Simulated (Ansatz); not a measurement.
`[SiH3][SiH]1[SiH2]S1` + `[OH][SnH3]` → `[SiH3][O][SnH3]` + `[SiH2]1[SiH2]S1` at 298.15 K and 1 bar (cleavage of the Si–Si bond).

Calculated with Ansatz (gas phase, PBE0-D4/def2-TZVP geometries, no zero-point term in ΔE). CCSD(T)/CBS adds triple-zeta CCSD(T) − MP2 to the extrapolated MP2 energy (def2 sets, frozen cores). def2 core potentials past Kr. For Sn outer-core shells are correlated without core-valence functions, which leaves a few kJ/mol of doubt a bond.

```json
{"species": "`[SiH3][SiH]1[SiH2]S1`", "CCSD(T)/CBS energy (Eh)": "-1268.63937", "H − E (kJ/mol)": "161.6", "S (J/(mol·K))": "359.5"}
{"species": "`[OH][SnH3]`", "CCSD(T)/CBS energy (Eh)": "-291.59405", "H − E (kJ/mol)": "101.0", "S (J/(mol·K))": "287.4"}
{"species": "`[SiH3][O][SnH3]`", "CCSD(T)/CBS energy (Eh)": "-581.91447", "H − E (kJ/mol)": "149.5", "S (J/(mol·K))": "366.6"}
{"species": "`[SiH2]1[SiH2]S1`", "CCSD(T)/CBS energy (Eh)": "-978.35432", "H − E (kJ/mol)": "109.2", "S (J/(mol·K))": "289.5"}
```

H − E and S are ideal-gas, rigid-rotor, harmonic terms from PBE0-D4/def2-TZVP, for one conformer and one mirror image of each species. 1 Eh = 2625.50 kJ/mol, R = 8.31446 J/(mol·K).

Task: By hand: ΔE, ΔH, ΔS and ΔG.

Result: ΔE = (-581.91447) + (-978.35432) − (-1268.63937) − (-291.59405) = -0.03537 Eh = -92.9 kJ/mol. Δ(H − E) = 149.5 + 109.2 − 161.6 − 101.0 = -3.9, so ΔH = -96.8 kJ/mol. ΔS = 366.6 + 289.5 − 359.5 − 287.4 = 9.2 J/(mol·K). ΔG = -96.8 − 298.15 × (9.2)/1000 = -99.5 kJ/mol.

Task: By hand: the equilibrium constant, and the temperature at which ΔG would vanish if ΔH and ΔS stayed fixed.

Result: log₁₀ K = −ΔG/(RT ln 10) = 17.4. ΔH and −TΔS have one sign here, so there is no such temperature.

The number of gas molecules stays the same, so ΔS is small and ΔH decides. A doubt of 5 kJ/mol in ΔE shifts log₁₀ K by 0.9 here. Other conformers and mirror images would add mixing entropy, several J/(mol·K) or more a flexible species. Modes under 60 cm⁻¹, often nearly free rotors, make the harmonic entropy too high. These are equilibria of isolated gas molecules and say nothing of rates. Largest T1 diagnostic: 0.014 (customary marks: 0.02 for closed shells, 0.045 for open ones).

ΔS is within the doubt of such terms, so its sign, and with it that verdict, could turn.
